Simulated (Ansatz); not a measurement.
Reactions of `FCCI`.

Computed with Ansatz on PBE0-D4/def2-TZVP structures; ΔE is electronic, products minus reactants. CCSD(T)/CBS is the MP2 limit (def2-TZVPP, def2-QZVPP) plus CCSD(T) − MP2 in def2-TZVPP, frozen cores. This one scheme is used for every species. Functionals use def2-TZVPP. def2 core potentials past Kr. For I, Te outer-core shells are correlated without core-valence functions, which leaves a few kJ/mol of doubt a bond. Each species was taken in one conformer, which may not be the lowest.

```csv
reaction,HF/CBS(def2) (kJ/mol),B2PLYP (kJ/mol),ωB97X-V (kJ/mol),CCSD/CBS(def2) (kJ/mol),CCSD(T)/CBS(def2) (kJ/mol)
`FCCI` + `FCC(F)F` → `FCCC(F)(F)CF` + HI,-19,-17,-28,-19,-18
`FCCI` + `N=CO` → `N=COCF` + `CI`,39,47,46,52,52
`FCCI` + silanol → `[SiH3]OCI` + fluoromethane,59,57,58,65,63
`FCCI` + `OCF` → `FCCOCF` + HI,19,31,24,36,38
`FCCI` + H₂Te → `[TeH]CI` + fluoromethane,30,19,26,18,16
```

Largest T1 diagnostic: 0.014, for `N=CO`.
